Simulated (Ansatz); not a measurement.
# Ligand exchange: C2H4FI + GeH3I → C2H3FI2 + GeH4

Species: C2H4FI `CC(F)I`, singlet; GeH3I `[GeH3][I]`, singlet; C2H3FI2 `FC(I)CI`, singlet; GeH4 (germane) `[GeH4]`, singlet. The partners trade H for I: C–H and Ge–I bonds give way to C–I and Ge–H.

Shapes, held fixed at every level: PBE0-D4/def2-TZVP. Flexible molecules stand in one conformer, not always the lowest. Programs: Ansatz 0.2.0. The zero-point and thermal change to 298 K, harmonic and unscaled (PBE0-D4/def2-TZVP), is -8.8 kJ/mol.

```tsv
level	kind	ΔH(298 K) (kJ/mol)	less CCSD(T)/def2-TZVPP
HF/def2-SVP	Hartree–Fock	+146.0	+30.0
wB97M-V/def2-TZVPP	range-separated hybrid	+124.0	+8.0
wB97X-V/def2-TZVPP	range-separated hybrid	+124.2	+8.2
B2PLYP/def2-TZVPP	double hybrid	+122.8	+6.8
MP2/def2-SVP	perturbation theory	+125.6	+9.6
CCSD(T)/def2-SVP	coupled cluster or CI	+122.8	+6.8
CCSD/def2-SVP	coupled cluster or CI	+126.7	+10.7
CCSD(T)/def2-TZVPP	coupled cluster or CI	+116.0	0.0
```

The highest level, CCSD(T)/def2-TZVPP, gives ΔH(298 K) = +116.0 kJ/mol; the levels span +116.0 to +146.0. The column of differences is taken from that level and isn't an error. No measured value is set beside it here. For atoms past krypton def2 sets carry core potentials with scalar relativity. Relativity is left out for Ge. Outer-core shells of Ge, I are correlated, in sets that cover them unevenly. CCSD(T)/def2-TZVPP lies outside the range of all other levels here, so it shouldn't be taken on trust.
